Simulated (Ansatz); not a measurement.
Diatomic SeO, multiplicity 3 (the spin of the measured ground state). No spin–orbit coupling. Se is treated without relativity.

D_e counts from the fitted minimum to each atom's lowest state at the same level, without counterpoise.

Correlated levels freeze the inner cores; with def2 sets outer-core shells near the valence are correlated too.

Codes used: Ansatz (Gaussian basis) for Hartree–Fock, density functionals and correlated methods. 

PBE/def2-TZVPP gives 121.84 kcal/mol for the bond energy D_e.

### Question
Predict the shift from PBE, with its sign, for: r2SCAN/def2-TZVPP, B3LYP/def2-TZVPP, wB97M-V/def2-TZVPP, B2PLYP/def2-TZVPP, CCSD(T)/def2-QZVPP.

### Answer
r2SCAN/def2-TZVPP -9.92; B3LYP/def2-TZVPP -15.59; wB97M-V/def2-TZVPP -18.61; B2PLYP/def2-TZVPP -15.00; CCSD(T)/def2-QZVPP -18.48 kcal/mol. 0 of 5 lie above PBE; the widest gap is to wB97M-V/def2-TZVPP.

Ansatz is a first-principles code.
